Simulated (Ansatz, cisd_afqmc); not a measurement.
System: O, charge 0, triplet.

Total energies in def2-SVPD, 6 correlated electrons, 1 frozen orbitals. UHF or UKS for unpaired electrons; spin-orbit terms are left out. Correlated methods leave the cores frozen. No relativity. AFQMC/CISD: phaseless, guided by CISD from CCSD amplitudes; bars are statistical, one sigma. Outlying blocks are dropped, and bars are widened where a walk drifts. Over all cases where full CI ran beside it in this data, AFQMC minus full CI had a median of +0.1 mEh and passed +0.4 mEh in a tenth of the cases. Full CI freezes restricted core orbitals and the other rows unrestricted ones, which leaves a small offset even where coupled cluster is exact.

| method | program | energy (Eh) | error against FCI (mEh) |
|---|---|---|---|
| HF | Ansatz | -74.72423 | 125.65 |
| MP2 | Ansatz | -74.83155 | 18.33 |
| CCSD | Ansatz | -74.84806 | 1.82 |
| CCSD(T) | Ansatz | -74.84965 | 0.24 |
| CCSDT(Q) | Ansatz | -74.84996 | -0.07 |
| CCSDTQ | Ansatz | -74.84997 | -0.08 |
| AFQMC/CISD | cisd_afqmc | -74.8498 ± 0.0001 | 0.1 ± 0.1 |
| FCI | Ansatz | -74.84989 | 0.00 |

Ansatz is a program for electronic structure.
